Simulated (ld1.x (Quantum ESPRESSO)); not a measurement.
# bismuth, TM: configuration errors across variants

Bi (Z = 83), norm-conserving Troullier–Martins (Kleinman–Bylander form), made with ld1.x (Quantum ESPRESSO) 7.5 (LDA (PZ), scalar-relativistic). Core [Xe] 4f14 5d10, reference 6s2 6p2.5 (charge +0.5). Waves: 6p (bound): rc 2.25 bohr; 6s (bound): rc 2.05 bohr. Local part: the s channel. Core correction: a·sin(br)/r model core inside 1.00 bohr.

All-electron excitation energies from the reference (eV): (1) 6s2 6p3 -3.208; (2) 6s2 6p2 4.946; (3) 6s2 6p1 20.511; (4) 6s1 6p3 15.841; (5) 6s2 6p3.3 -4.360; (6) 6s1 6p4 6.969; (7) 6s0 6p5 17.514; (8) 6s2 6p2.5 spin -0.784; (9) 6s2 6p3 spin -4.232.

Spin tests fill each open shell by Hund’s rule, majority spin first.

3 further variants failed, have other tests or another functional or relativity, and are left out.

A true bound ghost makes a file unfit for plane-wave use even where its test errors are small: the radial tests pick states by their node count and pass the ghost by.

Errors AE − PS in meV (a dash: test not solved or not reliable):

| change | (1) | (2) | (3) | (4) | (5) | (6) | (7) | (8) | (9) | bound ghosts |
| --- | --- | --- | --- | --- | --- | --- | --- | --- | --- | --- |
| base | +0.2 | -5.0 | -51 | -48 | -0.5 | -21 | -99 | -3.4 | -3.2 | d |
| core correction a·sin(br)/r model core inside 0.82 bohr | +0.2 | -5.0 | -51 | -48 | -0.5 | -21 | -99 | -3.4 | -3.2 | d |
| all radii but the core radius scaled by about 1.35 (s 2.76, p 3.04 bohr) | +0.8 | -4.3 | -46 | -65 | +0.9 | -42 | -188 | -12 | -12 | d |
| type TM semilocal; local potential the p channel | +0.2 | -5.0 | -52 | -48 | -0.5 | -21 | -99 | -3.4 | -3.2 | none |
| wave 6s (bound): rc 2.05 bohr becomes 6s (bound): rc 2.32 bohr | +0.3 | -4.8 | -50 | -53 | -0.3 | -27 | -124 | -3.0 | -2.6 | d |

(1) Give the same row for: local potential all-electron potential smoothed inside 2.10 bohr (lloc = -2).

Answers

(1) +0.4, -4.7, -49, -44, 0.0, -21, -94, -3.2, -2.2; bound ghosts: d.
